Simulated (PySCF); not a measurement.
Identify the compound

The spectra below were simulated for a compound C$_{9}$H$_{10}$.

¹H NMR (500 MHz, computed): δ 7.61 (m, 2H), 7.50 (m, 2H), 7.48 (m, 1H), 6.12 (m, 1H), 5.44 (m, 1H), 5.11 (m, 1H), 3.38 (d, 2H).

¹³C{¹H} NMR (computed): δ 149.9 (CH), 146.5 (C), 134.4 (CH), 134.3 (CH), 131.5 (CH), 118.6 (CH2), 48.1 (CH2).

Rapidly exchanging positions averaged, gas phase, one conformer, relativity neglected. Coordinates at the GFN2-xTB level; PBE0/pcSseg-1 with gauge-including orbitals; PySCF 2.14.

δ = σ(ref) − σ, references computed at the same level: ¹H (31.72 ppm), ¹³C (186.93 ppm) against TMS.

Propose a structure and justify it.

Results:


1. The formula gives 5 degrees of unsaturation (1 ring in the answer).
2. 7 carbon signals for 9 carbons: some carbons are equivalent by symmetry or fast rotation.
3. Carbon types of the structure: 1 × C, 6 × CH, 2 × CH2, which accounts for all hydrogens.
4. δC 149.9: alkene CH; the olefinic region.
5. δC 146.5: substituted aromatic carbon.
6. δC 134.4, 134.3, 131.5: aromatic CH; the aromatic region.
7. δC 118.6: terminal =CH2 carbon; an sp2 carbon of a C=C bond.
8. δC 48.1: sp3 CH2 on an aromatic ring; a saturated carbon with 2 carbon neighbours and no heteroatom attached.
9. δH 7.61, 7.50, 7.48: hydrogen on an aromatic CH; aromatic region.
10. δH 6.12: hydrogen on an alkene CH; olefinic region.

Structure: SMILES c1c(CC=C)cccc1.

The data come from this structure; uniqueness wasn't tested.

Shifts are as computed. Against solution values, carbons near 30 ppm lie about +3 ppm off and those near 130 ppm about +5 ppm. Of 1211 compounds with measured shifts, 218 miss one by over three times the rms of a fit or turn the order of signals round; such compounds aren't used in these exercises. Multiplicities follow the n + 1 count of equivalent neighbours, as no J values were calculated; m marks all less simple cases, F and P coupling included.
